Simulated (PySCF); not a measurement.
# Polarisability and C₆ of Mo (molybdenum, neutral)

[Kr] 4d6, high-spin 5D determinant (an excited configuration). Calculation: PySCF 2.14, in ANO-RCC-VTZP (7s6p4d2f1g, 68 functions); scalar relativity by spin-free X2C-1e. Coupled (time-dependent) response in atomic units; α is the mean over directions. The basis has no added diffuse functions, which lowers α and C₆.

```
method  mean α (bohr³)         α xx, yy, zz  C₆ (like pair)  S(−4)
  PBE0           59.51  75.44, 75.44, 27.65           367.8  10740
```

S(−4) is the Cauchy moment in α(ω) = α(0) + S(−4) ω² + …

Spin-orbit coupling is absent.

α(iu) at PBE0:

```csv
u (hartree),α(iu) (bohr³)
0,59.51
0.0500,46.45
0.100,32.43
0.200,18.56
0.300,13.51
0.500,9.618
0.750,7.317
1.00,5.779
1.50,3.766
2.00,2.582
3.00,1.389
5.00,0.5774
```

A single London oscillator, α(iu) = α/(1 + u²/ω²), gives C₆ = (3/4) ω α². Matching the computed C₆ needs ω = 4 × 367.8 / (3 × 59.51²) = 0.138 hartree.

The components differ because the open shell of this determinant is not spherical; for a pure term their mean is the scalar polarisability.

⟨L²⟩ = 7.03 against 6 for a pure D term, so this real determinant mixes terms.
